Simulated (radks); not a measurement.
Charge is removed step by step from the 4p down level of the iodine ion I15+, starting from [Ar] 3d10 4s2 4p(up 3, down 3) 4d2. All-electron calculation, scalar-relativistic Kohn-Sham, PBE, spin-polarised, spherical densities, finite nucleus; open shells are filled with parallel spins first (spin-orbit coupling, left out, can overturn this in heavy ions); Fermi nuclear charge, rms radius 4.75 fm. Program: a radial shooting solver on a logarithmic mesh with Libxc functionals.

| removed (e) | E - E(0) (eV) | eigenvalue (eV) | E minus straight line (eV) |
|---|---|---|---|
| 0 | 0.000 | -432.48 | 0.000 |
| 0.125 | 54.268 | -436.14 | -1.605 |
| 0.25 | 108.99 | -439.81 | -2.752 |
| 0.375 | 164.18 | -443.48 | -3.441 |
| 0.5 | 219.82 | -447.15 | -3.671 |
| 0.625 | 275.92 | -450.82 | -3.442 |
| 0.75 | 332.49 | -454.50 | -2.754 |
| 0.875 | 389.51 | -458.17 | -1.607 |
| 1 | 446.99 | -461.85 | 0.000 |

Removing the whole electron costs 446.99 eV by Delta-SCF, against 432.48 eV from minus the eigenvalue at the starting occupation. Slater's transition state (half an electron removed) gives 447.15 eV. Integrating minus the eigenvalue over the occupation (Janak's theorem) gives 447.16 eV. In this scalar-relativistic scheme the density is built from large components alone, so the theorem holds only approximately. The mean slope of the eigenvalue, de/dn, is 29.4 eV per electron.
